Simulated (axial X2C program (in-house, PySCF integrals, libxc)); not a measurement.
## MnB: from the spin-free to the two-component result

Computed with an axial X2C code built on PySCF integrals. Spin-free means the one-electron spin-free X2C Hamiltonian; two-component (2c) means X2C with spin–orbit coupling and atomic mean-field two-electron Coulomb and Gaunt terms, so the difference of the two also holds small scalar two-electron terms. Basis: Mn dyall-cv3z [9s10p6d3f2g], B dyall-v3z [7s6p2d1f] (cores contracted in-house); Gaussian nuclei, density fitting, unrestricted open shells. Masses: Mn 54.938 u, B 11.009 u.

Spin-free state: M_S = 2, Λ = 1 (beyond evenly filled blocks: σα, π+α, π+β, π-α, δ+α, δ-α); fragments Mn + B.

```json
{"level": "PBE0", "Re (Å)": "2.128", "ωe (cm⁻¹)": "430.8", "De (eV)": "1.325", "μ (D)": "-2.53"}
{"level": "HF", "Re (Å)": "2.325", "ωe (cm⁻¹)": "419.0", "De (eV)": "0.606", "μ (D)": "-2.70"}
{"level": "PBEsol", "Re (Å)": "1.932", "ωe (cm⁻¹)": "456.3", "De (eV)": "2.354", "μ (D)": "-2.57"}
```

Dipoles are positive if B is the positive end.

Two-component determinant lowest at the distance of the search:

Ω = 3 (⟨Sz⟩ = 2.00, ⟨Lz⟩ = 1.00 at PBE0); fragments Mn + B.

```tsv
level	Re (Å)	ωe (cm⁻¹)	De (eV)	μ (D)
PBE0	2.127	431.0	1.330	-2.53
HF	2.325	418.9	0.606	-2.70
PBEsol	1.931	456.5	2.364	-2.57
```

(1) From the two tables, how do the constants change at the PBE0 level (2c against spin-free)?

Dissociation energies refer to the lowest single-determinant-based atoms at the same level and basis. Density functionals use the spin component along the axis (collinear). The 2c atoms are single determinants rather than J levels; their spin–orbit lowering is only partly caught, and De is too large by that part. This holds for PBE0, PBEsol. Without a current term, density functionals place determinants with orbital angular momentum somewhat too high. The state is one determinant with fixed occupations, lowest in a PBE0 search at one distance only: followed along the bond, the spin-free determinant M_S = 2, Λ = 0 reaches 0.07 eV lower at PBE0, so the state shown is not the lowest. With several unpaired electrons one determinant need not be a pure state. A state of lower Ω lies just above, and one determinant can place such states too high, so the state shown need not be the lowest. The search has Ω = 1 only 0.01 eV up. Open-shell Ω = 0 determinants with evenly filled partner blocks cannot be reached by this program, so the Ω shown need not be the lowest component. At some level and bond length an empty orbital lies below a filled one. The determinant is spin-polarised beyond a pure state at some levels (its spin-free form has ⟨S²⟩ too high), which makes Re and μ there less reliable.

## Answers

(1) At the PBE0 level Re falls by 0.001 Å and ωe stays the same within 0.2 cm⁻¹; De is not compared, since the atomic limits differ or miss part of their spin–orbit lowering.
